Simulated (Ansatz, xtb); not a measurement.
## Two conformers of BF2H3O4Si

Structure I: `OB(O)O[Si](O)(F)F`, a singlet. Structure II: `OB(O)O[Si](O)(F)F`, a singlet. Both are isolated molecules in the gas phase, relaxed with PBE0-D4/def2-SVP.

I (Å):

```json
{"atom": "B", "x (Å)": "1.3091", "y (Å)": "0.3706", "z (Å)": "0.3536"}
{"atom": "F", "x (Å)": "-0.1156", "y (Å)": "3.0136", "z (Å)": "-1.9384"}
{"atom": "F", "x (Å)": "-1.7428", "y (Å)": "1.0578", "z (Å)": "-1.7732"}
{"atom": "O", "x (Å)": "0.8726", "y (Å)": "0.8478", "z (Å)": "1.5634"}
{"atom": "O", "x (Å)": "2.3471", "y (Å)": "-0.4979", "z (Å)": "0.3099"}
{"atom": "O", "x (Å)": "0.6766", "y (Å)": "0.7903", "z (Å)": "-0.7841"}
{"atom": "O", "x (Å)": "-1.1317", "y (Å)": "2.3968", "z (Å)": "0.4408"}
{"atom": "Si", "x (Å)": "-0.5883", "y (Å)": "1.8264", "z (Å)": "-0.9758"}
{"atom": "H", "x (Å)": "1.3759", "y (Å)": "0.4976", "z (Å)": "2.3056"}
{"atom": "H", "x (Å)": "2.5614", "y (Å)": "-0.7604", "z (Å)": "-0.5912"}
{"atom": "H", "x (Å)": "-0.6320", "y (Å)": "2.0549", "z (Å)": "1.1997"}
```

II (Å):

```xyz
11

B     0.2492   -1.0586   -0.9810
F     0.5899   -1.1987    2.4078
F    -0.1808    1.2245    2.2180
O     1.1810   -2.0229   -0.7832
O    -0.4423   -0.9859   -2.1480
O     0.0027   -0.1450    0.0197
O     2.2320    0.5764    1.2926
Si    0.6875    0.1008    1.4736
H     1.2687   -2.6041   -1.5448
H    -1.0664   -0.2535   -2.1500
H     2.7920    0.6260    2.0722
```

**Question.** Which of the two would you expect CCSD(T)/def2-SVP + ΔMP2/def2-TZVPP electronic energies to favour?

**Answer.** Structure I; the calculation gives E(II) − E(I) = +2.0 kcal/mol.

Level by level:

```
                             level          geometry  E(II) − E(I) (kcal/mol)  departure from the last row (kcal/mol)  job, with rough time for the two
                  PBE0-D4/def2-SVP  PBE0-D4/def2-SVP                      +3.4                                    +1.4                optimisation, 63 s
                       HF/def2-SVP  PBE0-D4/def2-SVP                      +1.1                                    −0.9           part of the CCSD(T) run
                      MP2/def2-SVP  PBE0-D4/def2-SVP                      +2.8                                    +0.8           part of the CCSD(T) run
                  CCSD(T)/def2-SVP  PBE0-D4/def2-SVP                      +2.8                                    +0.7                      single point
CCSD(T)/def2-SVP + ΔMP2/def2-TZVPP  PBE0-D4/def2-SVP                      +2.0                                                        single point, 83 s
```

None of the levels shown reverses the order. The largest departure from CCSD(T)/def2-SVP + ΔMP2/def2-TZVPP is that of PBE0-D4/def2-SVP, 1.4 kcal/mol. Levels run at GFN2-xTB geometries aren't shown. The last row adds to CCSD(T) the change of the MP2 difference between the two basis sets, here −0.7 kcal/mol.

With thermal terms from frequencies at re-optimised GFN2-xTB minima (ideal gas, soft modes damped towards free rotors, one conformer each, 298.15 K, 1 atm): the zero-point term adds −0.1 kcal/mol; ΔH is +2.0 and ΔG +1.7 kcal/mol.

The correlated steps freeze 12 core orbitals. Codes used: Ansatz 0.2.0, xtb 6.7.1; the last row on 2 threads of Oxide Virtual Turin-like Processor (Zen 5) on a shared host.
